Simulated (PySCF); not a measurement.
**LiHg and its ions**

CAM-B3LYP; Li cc-pVDZ, Hg cc-pVDZ-PP with ECP60; scalar-relativistic core potentials (PySCF 2.14). Neutral (UKS): doublet (σ ↑), Re = 2.993 Å, ωe = 141 cm⁻¹, De = 0.11 eV, HOMO -4.41 eV, LUMO -1.07 eV.

LiHg⁺ (UKS): singlet (closed shell), Re = 2.689 Å, ωe = 257 cm⁻¹, De = 0.56 eV to Li⁺ + Hg. The energies at the minima are -160.93433 hartree for LiHg and -160.74573 for LiHg⁺.

**Question.** Work out the adiabatic ionisation energy, without and with harmonic zero-point energies (1 hartree = 27.2114 eV, 1 eV = 8065.5 cm⁻¹), and the change of the bond length.

**Answer.** At CAM-B3LYP: 0.18860 hartree = 5.132 eV between the minima; the zero-point term (257.0 − 141.0)/2 cm⁻¹ = +0.007 eV makes it 5.139 eV. Re changes by -30.4 pm against the neutral. The electron leaves a σ orbital, and the shorter bond of the ion fits an antibonding orbital, or a change in how ionic the bond is.

Closed-shell solutions of metal pairs were not tested for spin polarisation, which can lower them a little. Weak bonds: LiHg. Basis-set superposition, not corrected here, can be much of De in a small basis, most of all at correlated wavefunction levels. Spin–orbit coupling is left out. For an ion De counts to the pair picked by the measured ionisation energies or electron affinities, which need not be the lowest pair at this level. States were picked by a PBE0 search and need not be the measured ground states.
